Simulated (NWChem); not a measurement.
System meant: ScH₂O₂F; SMILES [OH][Sc]([OH])[F]

The following NWChem deck was run.

```
start job
memory heap 200 mb stack 900 mb global 1100 mb
geometry units angstroms noautoz
  Sc     0.001758     0.004530    -0.000001
  F      1.826897     0.200471     0.000001
  O     -0.670080    -1.737618    -0.000000
  H     -1.406448    -2.356626     0.000001
  O     -1.108510     1.497750    -0.000001
  H     -1.368498     2.422954     0.000001
end
basis spherical
  Sc library def2-svp
  F library def2-svp
  O library def2-svp
  H library def2-svp
end
dft
  xc xpbe96 cpbe96
  iterations 4
  mulliken
end
task dft energy
```

End of the output:

```
    Atom       Charge   Shell Charges
 -----------   ------   -------------------------------------------------------
    1 Sc  21    20.94   2.00  2.00  1.88  0.23  0.04  5.99  5.80  0.75  0.81  1.12  0.33
    2 F    9     9.11   1.98  1.00  0.75  3.19  2.18  0.00
    3 O    8     8.08   1.97  0.86  0.58  2.67  1.99  0.01
    4 H    1     0.92   0.56  0.18  0.18
    5 O    8     8.01   1.97  0.85  0.58  2.61  1.99  0.01
    6 H    1     0.93   0.57  0.18  0.18

 center of mass
 --------------
 x =   0.08489345 y =  -0.02682724 z =   0.00000000

 moments of inertia (a.u.)
 ------------------
         345.671264717151          -0.000000000000           0.000000000000
          -0.000000000000         334.436178164861           0.000000000000
           0.000000000000           0.000000000000         680.107442882011

     Multipole analysis of the density
     ---------------------------------

     L   x y z        total         alpha         beta         nuclear
     -   - - -        -----         -----         ----         -------
     0   0 0 0     -0.000000    -24.000000    -24.000000     48.000000

     1   1 0 0     -0.873139     -0.436569     -0.436569      0.000000
     1   0 1 0      0.677328      0.338664      0.338664      0.000000
     1   0 0 1     -0.000000     -0.000000     -0.000000      0.000000

     2   2 0 0    -25.094840    -97.554317    -97.554317    170.013795
     2   1 1 0      2.342177     -1.568733     -1.568733      5.479643
     2   1 0 1      0.000000      0.000000      0.000000      0.000000
     2   0 2 0    -20.687642   -106.019647   -106.019647    191.351651
     2   0 1 1     -0.000000     -0.000000     -0.000000      0.000000
     2   0 0 2    -21.310445    -10.655222    -10.655222      0.000000

 ------------------------------------------------------------------------
 dft energy failed                                                                                  0
 ------------------------------------------------------------------------
 ------------------------------------------------------------------------
  current input line :
    22: task dft energy
 ------------------------------------------------------------------------
 ------------------------------------------------------------------------
 This type of error is most commonly associated with calculations not reaching convergence criteria
 ------------------------------------------------------------------------
 For more information see the NWChem manual at https://nwchemgit.github.io

0:dft energy failed:Received an Error in Communication
```

Q: Find the fault in this run and fix the input.

A: Convergence was not reached. Cause: the SCF was allowed too few iterations. This input runs:
```
start job
memory heap 200 mb stack 900 mb global 1100 mb
geometry units angstroms noautoz
  Sc     0.001758     0.004530    -0.000001
  F      1.826897     0.200471     0.000001
  O     -0.670080    -1.737618    -0.000000
  H     -1.406448    -2.356626     0.000001
  O     -1.108510     1.497750    -0.000001
  H     -1.368498     2.422954     0.000001
end
basis spherical
  * library def2-svp
end
dft
  xc xpbe96 cpbe96
  iterations 150
  mulliken
end
task dft energy
```
It converges to -1011.64682 Ha (PBE/def2-SVP).
